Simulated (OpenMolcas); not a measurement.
An atom or ion with 65 electrons was computed by SS-CASPT2, IPEA 0.25 Eh, imaginary shift 0.1 Eh with spin-orbit coupling (OpenMolcas, ANO-RCC-VTZP, DKH2). The lowest levels that the run gave, each within 12 % of the measured value where one is at hand:

```tsv
J	Parity	E (cm⁻¹)	g
15/2	odd	0.0	1.197
13/2	odd	5600	1.107
11/2	odd	8920	0.984
9/2	odd	10930	0.830
9/2	odd	14320	1.194
3/2	odd	17640	1.747
11/2	odd	18000	1.107
7/2	odd	19270	1.205
3/2	odd	21050	0.701
5/2	odd	21150	1.047
9/2	odd	22180	1.051
11/2	odd	25550	1.239
```

Q: Which ion is it, and what are the configurations and terms?

A: Ho2+ (Z = 67, charge +2; active space 11 electrons in 7 orbitals (4f)). J, parity and g give the terms where levels are pure, and mixed ones are named by the computed weights; the size of the splittings, set against known spectra of the 65-electron sequence, gives the charge. In order, with the measured energies in cm⁻¹ (Martin, Zalubas and Hagan, Atomic Energy Levels: The Rare-Earth Elements, NSRDS-NBS 60 (1978); whole-number values converted from NIST levels in rydberg listed in Nahar, Atoms 12, 24 (2024)): 4f¹¹ ⁴I°_15/2, 4f¹¹ ⁴I°_13/2 (5439), 4f¹¹ ⁴I°_11/2 (8644), 4f¹¹ ⁴I°_9/2 [65 %] (10770), 4f¹¹ ⁴F°_9/2 [64 %] (13330), 4f¹¹ ⁴S°_3/2 [73 %], 4f¹¹ ²H°_11/2 [69 %] (16891), 4f¹¹ ⁴F°_7/2 (17867), 4f¹¹ ⁴F°_3/2 [66 %], 4f¹¹ ⁴F°_5/2 (19375), 4f¹¹ ²H°_9/2 [31 %], 4f¹¹ ⁴G°_11/2.

CASPT2 breaks the degeneracy within a term, and the mean is taken; among the terms shown or strongly mixed into the levels shown the widest spread is 960 cm-1 (4f¹¹ ⁴I°). High states are left out of the spin-orbit mixing, which shifts the levels that they would mix with. Some levels mix across a computed gap that differs much from the measured one, so their mixing is not that of the real levels. The CASPT2 spread within a term exceeds the gap to the next term for 4f¹¹ ⁴S° and 4f¹¹ ⁴F°, so the order of their levels is uncertain, and so are names and mixing where such terms share a J. Measured partners are found by configuration, term and J. A level has none where our copy of the source lacks it or the pairing is in doubt (some pairs that miss far off the trend of their configuration count as doubtful), and it then counts in no deviation. Only configurations of the active space appear.

A share in square brackets marks a mixed level and gives the weight of the term that names it. ° marks odd parity.
